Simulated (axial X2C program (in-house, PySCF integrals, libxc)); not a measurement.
How long does BeCd take?

A bond scan computed with an in-house all-electron X2C program for linear molecules (integrals from PySCF). Basis: Cd dyall-cv3z [12s12p8d5f3g], Be dyall-cv3z [8s8p3d1f] (cores contracted in-house).

The run was started with this input:
```json
{
 "zs": [
  48,
  4
 ],
 "q": 0,
 "bas": [
  "dyall-cv3z",
  "dyall-cv3z"
 ],
 "levels": [
  "PBE0",
  "HF",
  "B3LYP"
 ],
 "cc": true,
 "r0": 2.38,
 "thr": -2.0,
 "nmax": 90,
 "npts": 10,
 "nst": 2,
 "ntry": 6
}
```
```bash
python so2c.py task.json out
```

Keys: zs atomic numbers; q charge; bas basis sets; levels methods; cc coupled cluster on or off; r0 starting distance in Å; thr threshold in hartree for freezing inner shells (an s shell follows its p shell); nmax most natural virtual spinors; npts points on the curve; nst determinants followed; ntry starts of the search. HF also brings MP2.

Hardware: 1 thread of AMD EPYC 9R45 96-Core Processor (Zen 5) (shared host).

Wall time of one point of each curve, integrals apart:

```json
{"Hamiltonian": "spin-free", "level": "PBE0", "points": "10", "seconds a point": "0.19"}
{"Hamiltonian": "spin-free", "level": "HF", "points": "10", "seconds a point": "0.097"}
{"Hamiltonian": "spin-free", "level": "CCSD(T) (14 electrons, 90 virtuals)", "points": "7", "seconds a point": "4.9"}
{"Hamiltonian": "spin-free", "level": "B3LYP", "points": "10", "seconds a point": "0.2"}
{"Hamiltonian": "2c", "level": "PBE0", "points": "10", "seconds a point": "0.23"}
{"Hamiltonian": "2c", "level": "HF", "points": "10", "seconds a point": "0.16"}
{"Hamiltonian": "2c", "level": "CCSD(T) (14 electrons, 90 virtuals)", "points": "7", "seconds a point": "5"}
{"Hamiltonian": "2c", "level": "B3LYP", "points": "10", "seconds a point": "0.25"}
```

The rest:

Search with its distance optimisation 14 s, atoms 6.7 s, whole task 110 s. Coupled cluster runs on the points near the minimum only. The program drops outer points, and coupled cluster, when its time limit (not in the input) nears; MP2, further determinants and curves that did not converge are not in the table.
